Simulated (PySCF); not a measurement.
`InChI=1S/C6H4Cl2/c1-3-4-6(8)5(2)7/h1,4H,2H2/b6-4-`

Geometry:
```json
{"atom": "C1", "x (Å)": "3.431", "y (Å)": "-0.184", "z (Å)": "1.520"}
{"atom": "C2", "x (Å)": "2.302", "y (Å)": "0.262", "z (Å)": "1.485"}
{"atom": "C3", "x (Å)": "1.003", "y (Å)": "0.815", "z (Å)": "1.469"}
{"atom": "C4", "x (Å)": "-0.055", "y (Å)": "0.293", "z (Å)": "0.807"}
{"atom": "Cl5", "x (Å)": "0.143", "y (Å)": "-1.161", "z (Å)": "-0.105"}
{"atom": "C6", "x (Å)": "-1.401", "y (Å)": "0.875", "z (Å)": "0.797"}
{"atom": "C7", "x (Å)": "-2.459", "y (Å)": "0.374", "z (Å)": "0.147"}
{"atom": "Cl8", "x (Å)": "-1.593", "y (Å)": "2.340", "z (Å)": "1.719"}
{"atom": "H9", "x (Å)": "4.426", "y (Å)": "-0.589", "z (Å)": "1.544"}
{"atom": "H10", "x (Å)": "0.832", "y (Å)": "1.735", "z (Å)": "2.034"}
{"atom": "H11", "x (Å)": "-2.356", "y (Å)": "-0.542", "z (Å)": "-0.434"}
{"atom": "H12", "x (Å)": "-3.428", "y (Å)": "0.872", "z (Å)": "0.193"}
```

Theory: PySCF, quadratic response CAM-B3LYP/aug-cc-pVDZ first hyperpolarisability, Taylor convention, gas phase. Geometry: PBE0-D3(BJ)/def2-SVP.

(1) What is the first hyperpolarisability, and how does it disperse?

(2) Which lowest excitations, dipole and polarisabilities go with it?

Answers

(1) In 10⁻³⁰ esu, Taylor convention; the vector part is βᵢ = ⅓ Σⱼ (βᵢⱼⱼ + βⱼᵢⱼ + βⱼⱼᵢ); β∥ is 3/5 of the vector part along the dipole, the dipole points from − to +:
| process | λ (nm) | β vector norm | β∥ | β HRS | depolarisation ratio |
| --- | --- | --- | --- | --- | --- |
| static β(0;0,0) | ∞ | 1.37 | -0.65 | 0.58 | 4.70 |
| second harmonic β(−2ω;ω,ω) | 1907 | 1.64 | -0.77 | 0.69 | 4.74 |
| Pockels β(−ω;ω,0) | 1907 | 1.45 | -0.69 | – | – |
| second harmonic β(−2ω;ω,ω) | 1064 | 2.50 | -1.14 | 1.05 | 4.79 |
| Pockels β(−ω;ω,0) | 1064 | 1.66 | -0.78 | – | – |

(2) S1 4.64 eV (f = 0.618); S2 4.90 eV (f = 0.000); S3 5.56 eV (f = 0.038); dipole 0.33 D; isotropic α 109.8 au static, 110.5 au at 1907 nm, 112.0 au at 1064 nm, 112.6 au at 953.5 nm, 120.3 au at 532 nm.
